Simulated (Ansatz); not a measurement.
The cluster Hf₃O₄⁺. Total charge 1; doublet. Geometry r2SCAN-D4/def2-SVP; atoms count from 1.

```csv
atom,x (Å),y (Å),z (Å)
Hf1,0.5355,0.3042,1.8274
Hf2,-0.6093,-1.3703,-0.4079
Hf3,0.1810,1.1267,-1.0551
O4,0.8469,1.8542,0.6512
O5,-0.2118,-1.4928,1.5186
O6,0.8435,-0.6680,-1.5470
O7,-1.5858,0.2460,-0.9872
```

In the def2 sets Hf takes a core potential; there is no spin–orbit coupling. The structure comes from a short search, and lower isomers may exist.

Q: Estimate the Mulliken populations from the PBE0/def2-TZVP orbitals of Ansatz.

A: 
```tsv
atom	charge (e)	spin (α − β)	d electrons
Hf1	0.98	0.90	1.85
Hf2	1.24	0.07	1.94
Hf3	1.24	0.07	1.94
O4	-0.64	-0.03	–
O5	-0.64	-0.03	–
O6	-0.59	0.00	–
O7	-0.59	0.00	–
```
Mulliken values depend strongly on the basis.

Q: Where does the spin sit?

A: Summed by element: Hf 1.05, O -0.05, of 1 unpaired in all. Largest on single atoms: Hf1 0.90, Hf3 0.07, Hf2 0.07.

Q: And the Mayer bond orders between heavy atoms (over 0.3)?

A: Hf1–Hf2 0.54 (3.02 Å); Hf1–Hf3 0.54 (3.02 Å); Hf1–O4 1.07 (1.97 Å); Hf1–O5 1.07 (1.97 Å); Hf2–Hf3 0.67 (2.70 Å); Hf2–O5 1.01 (1.97 Å); Hf2–O6 1.04 (1.98 Å); Hf2–O7 1.04 (1.98 Å); Hf3–O4 1.01 (1.97 Å); Hf3–O6 1.04 (1.98 Å); Hf3–O7 1.04 (1.98 Å).
